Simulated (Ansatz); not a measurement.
`C[S][GeH2][CH3]` + H₂ → `C[S][GeH3]` + CH₄ at 500 K and 1 bar (hydrogenolysis of a Ge–C bond).

Isolated molecules relaxed with PBE0-D4/def2-TZVP in Ansatz; ΔE leaves out vibrations. CCSD(T)/CBS is the MP2 limit (def2-TZVPP, def2-QZVPP) plus CCSD(T) − MP2 in def2-TZVPP, frozen cores. This one scheme is used for every species. For Ge outer-core shells are correlated without core-valence functions, which leaves a few kJ/mol of doubt a bond. Scalar relativity is left out up to krypton. One conformer a species, not always the lowest.

| species | CCSD(T)/CBS energy (Eh) | H − E (kJ/mol) | S (J/(mol·K)) |
| --- | --- | --- | --- |
| `C[S][GeH2][CH3]` | -2554.83183 | 289.9 | 433.3 |
| H₂ | -1.17544 | 41.0 | 145.5 |
| `C[S][GeH3]` | -2515.55711 | 202.3 | 377.6 |
| CH₄ | -40.46206 | 135.6 | 206.8 |

H − E and S are ideal-gas, rigid-rotor, harmonic terms from PBE0-D4/def2-TZVP, for one conformer and one mirror image of each species. For small species the MP2-based limit differs from directly extrapolated CCSD(T) by up to some mEh (0.8 for H₂); such offsets cancel only in part. 1 Eh = 2625.50 kJ/mol, R = 8.31446 J/(mol·K).

Problem. By hand: ΔE, ΔH, ΔS and ΔG.

Solution. ΔE = (-2515.55711) + (-40.46206) − (-2554.83183) − (-1.17544) = -0.01190 Eh = -31.2 kJ/mol. Δ(H − E) = 202.3 + 135.6 − 289.9 − 41.0 = 7.0, so ΔH = -24.2 kJ/mol. ΔS = 377.6 + 206.8 − 433.3 − 145.5 = 5.6 J/(mol·K). ΔG = -24.2 − 500 × (5.6)/1000 = -27.0 kJ/mol.

Problem. By hand: the equilibrium constant, and the temperature at which ΔG would vanish if ΔH and ΔS stayed fixed.

Solution. log₁₀ K = −ΔG/(RT ln 10) = 2.8. ΔH and −TΔS have one sign here, so there is no such temperature.

The number of gas molecules stays the same, so ΔS is small and ΔH decides. A doubt of 5 kJ/mol in ΔE shifts log₁₀ K by 0.5 here. Other conformers and mirror images would add mixing entropy, several J/(mol·K) or more a flexible species. Modes under 60 cm⁻¹, often nearly free rotors, make the harmonic entropy too high. These are equilibria of isolated gas molecules and say nothing of rates. Largest T1 diagnostic: 0.011 (customary marks: 0.02 for closed shells, 0.045 for open ones).

ΔS is within the doubt of such terms, so its sign, and with it that verdict, could turn.
